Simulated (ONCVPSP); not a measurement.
# Transferability test, ONCV potential for B (Z = 5)

| Quantity | Value |
| --- | --- |
| Element | B |
| Generator | ONCVPSP 4.0.1 |
| Type | optimised norm-conserving Vanderbilt (ONCV) |
| Functional | PBEsol |
| Relativity | scalar-relativistic |
| Frozen core | [He] |
| Valence charge | 3 |
| Reference configuration | 2s2 2p1 |
| Partial waves | 2s: rc 1.55 bohr, ncon 4, nbas 8, qcut 4.2 1/bohr, 3 projectors, debl 2.2 Ha; 2p: rc 3.95 bohr, ncon 4, nbas 8, qcut 4 1/bohr, 3 projectors, debl 3.5 Ha; d scattering state at 0.23 Ha: rc 4.10 bohr, ncon 3, nbas 8, qcut 2 1/bohr, 2 projectors, debl 2.9 Ha |
| Local potential | polynomial inside 1.15 bohr (lpopt 5, dvloc0 0 Ha) |
| Core correction | Teter function, fcfact 5, rcfact 1.15 |

Energies are relative to the spin-unpolarised reference configuration 2s2 2p1; without spin polarisation the order of configurations can differ from experiment.

```tsv
valence configuration	charge	ΔE all-electron (eV)	error AE − PS (meV)
2s1 2p0	+2	33.401	+577
2s2 2p0.5	+0.5	2.855	+13
```

Problem. What are ΔE and the potential's error for 2s1 2p2?

Solution. ΔE = 5.819 eV all-electron; the error (AE − PS) is -58 meV.

Problem. What are ΔE and the potential's error for 2s2 2p0?

Solution. ΔE = 8.140 eV all-electron; the error (AE − PS) is +200 meV.

Levels in the configuration 2s1 2p0:

| level | all-electron (eV) | pseudo (eV) |
| --- | --- | --- |
| 2s | -31.279 | -30.828 |

Note: no bound ghost flagged; GHOST(+) flagged for d at 70.9 eV.
